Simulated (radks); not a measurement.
The numbers below are computed, except where a source is named.
Problem. Radial electron density D(r) = 4 pi r^2 rho(r) of an atom or ion with 21 electrons. Code: a radial shooting solver on a logarithmic mesh with Libxc functionals. Model: scalar-relativistic Kohn-Sham, SCAN, spin-polarised, spherical densities, finite nucleus; meta-GGA in the generalised Kohn-Sham scheme; Fermi nuclear charge, rms radius of each element as measured or else 0.836 A^(1/3) + 0.57 fm.

| r (bohr) | D(r) (e/bohr) | spin D(r) |
|---|---|---|
| 0.003913 | 1.240 | 0.000620 |
| 0.005095 | 1.982 | 0.000989 |
| 0.006634 | 3.119 | 0.00155 |
| 0.008708 | 4.871 | 0.00241 |
| 0.01134 | 7.307 | 0.00358 |
| 0.01476 | 10.59 | 0.00511 |
| 0.01923 | 14.67 | 0.00687 |
| 0.02524 | 19.33 | 0.00855 |
| 0.03286 | 23.42 | 0.00930 |
| 0.04279 | 25.89 | 0.00812 |
| 0.05616 | 25.66 | 0.00408 |
| 0.07313 | 22.95 | -0.00178 |
| 0.09523 | 20.03 | -0.00550 |
| 0.125 | 20.10 | 0.000688 |
| 0.1628 | 24.02 | 0.0241 |
| 0.2119 | 27.87 | 0.0691 |
| 0.276 | 25.92 | 0.145 |
| 0.3622 | 17.33 | 0.293 |
| 0.4717 | 9.542 | 0.569 |
| 0.6142 | 8.109 | 0.951 |
| 0.8061 | 10.14 | 1.25 |
| 1.05 | 9.338 | 1.25 |
| 1.367 | 5.613 | 1.04 |
| 1.794 | 2.377 | 0.883 |
| 2.336 | 1.049 | 0.766 |
| 3.042 | 0.5796 | 0.552 |
| 3.961 | 0.2672 | 0.266 |
| 5.199 | 0.06661 | 0.0666 |
| 6.77 | 0.007891 | 0.00789 |
| 8.815 | 0.0003590 | 0.000359 |

What is the nuclear charge?

Solution. Z = 22. The innermost maximum, from 1s, lies near gamma/Z bohr with gamma = sqrt(1 - (Z/c)^2) = 0.987, here 0.0449 bohr (found: 0.0479), and its height grows with Z. The density is that of the titanium ion Ti+ in [Ar] 3d2 4s1; the configuration itself is not fixed sharply by these data, and Z only to about a unit. D(r) has 3 maxima, at r = 0.0479, 0.226, 0.873 bohr, and minima at 0.109, 0.567 bohr, inside which lie 2.14, 10.42 electrons.
